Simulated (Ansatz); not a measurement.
`Cl[SiH](Cl)I` + `C[Si](F)(F)I` → `Cl[Si](Cl)(I)I` + `C[SiH](F)F`  (redistribution)

Program: Ansatz. Geometries: PBE0-D4/def2-TZVP. ΔE: electronic, gas phase. CCSD(T)/CBS adds triple-zeta CCSD(T) − MP2 to the extrapolated MP2 energy (def2 sets, frozen cores). DFT in def2-TZVPP. Elements past krypton have def2 core potentials. For I outer-core shells are correlated without core-valence functions, which leaves a few kJ/mol of doubt a bond.

(1) Is it downhill or uphill in electronic energy at CCSD(T)/CBS, and by how much? (Estimate.)

(2) What do these levels give: revPBE-D4, B97M-V, r2SCANh-D4, CAM-B3LYP-D4, B2PLYP, PBE0, r2SCAN0, HF/def2-SVP, CCSD/def2-SVP, HF/def2-TZVPP, SCS-MP2/def2-TZVPP, HF/def2-QZVPP? (An estimate is asked.)

Largest T1 diagnostic among the species: 0.011.

## Answers

(1) Ansatz gave: Uphill: ΔE = +7.5 kJ/mol.

(2) Computed: revPBE-D4 7.4, B97M-V 12.3, r2SCANh-D4 13.3, CAM-B3LYP-D4 11.9, B2PLYP 11.2, PBE0 13.2, r2SCAN0 14.2, HF/def2-SVP 17.7, CCSD/def2-SVP 10.4, HF/def2-TZVPP 20.1, SCS-MP2/def2-TZVPP 6.8, HF/def2-QZVPP 20.4 kJ/mol.

The D4 term adds −6.3 kJ/mol with B3LYP and −3.3 kJ/mol with PBE0; it sums over pairs of atoms, weighted by their polarisabilities, and B3LYP, whose exchange is more repulsive, gets the larger term. Leaving LDA and LC-ωPBE aside and taking each functional with its dispersion term where it has one, the values, not all of them listed here, spread over 6.7 kJ/mol, from BLYP-D4 to r2SCAN-D4.

B3LYP here is the variant with VWN-RPA as its local correlation; programs differ in this.
